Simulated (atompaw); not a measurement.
tellurium: one change to a PAW (atompaw) potential, before and after

| Item | Value |
| --- | --- |
| Element | Te |
| Generator | atompaw 4.2.0.5 |
| Type | PAW |
| Functional | LDA (PW92) |
| Relativity | scalar-relativistic |
| Frozen core | [Kr] 4d10 |
| Valence charge | 6 |
| Reference configuration | 5s2 5p2 (charge +2) |
| Partial waves | 5s (bound): rc 1.40 bohr; 5s channel at -1.75 Ry: rc 1.40 bohr; 5p (bound): rc 2.05 bohr; 5p channel at 1.35 Ry: rc 2.05 bohr |
| Local potential | bessel scheme, radius 1.35 bohr |
| Core correction | smooth core density matched at 1.70 bohr |
| Augmentation charge | sinc compensation charge, radius 1.65 bohr; PAW radius 2.05 bohr; waves and projectors: custom polynom2 7 10 vanderbiltortho |

Change: local potential bessel scheme, radius 1.92 bohr.

Cutoffs: the cutoffs (Ry, on a coarse ladder) from which the occupation-weighted sum of valence levels, in a spherical-Bessel basis at the reference potential, stays within 10 and 1 mRy of its value at 400 Ry; they do not see the model core or the augmentation charge, which bear on the density cutoff.

Task: What does the change do?

Result: The potential gets harder (21 Ry and 30 Ry → 21 Ry and 35 Ry); the bound ghosts move from d, p, s to d, s. A state that the projectors do not describe sees the local part alone, so a deeper or shallower local part can create or remove a ghost.

```csv
quantity,base,changed
"cutoff, loose",21 Ry,21 Ry
"cutoff, tight",30 Ry,35 Ry
loose cutoff by channel (10 mRy a level),"s 18 Ry, p 6 Ry","s 18 Ry, p 10 Ry"
bound ghosts,"s, p, d","s, d"
s: phases at 2.05 bohr within 0.05 rad from the reference energy up to (Ry; the scan ends near 5),n/a,to the end of the scan
p: phases at 2.05 bohr within 0.05 rad from the reference energy up to (Ry; the scan ends near 5),to the end of the scan,4.5
lowest overlap eigenvalue by channel,"s 0.19, p 0.11","s 0.35, p 0.08"
```

 A true bound ghost makes a file unfit for plane-wave use even where its test errors are small: the radial tests pick states by their node count and pass the ghost by. The cutoffs see the waves, projectors and local potential, not the compensation charge or the core.
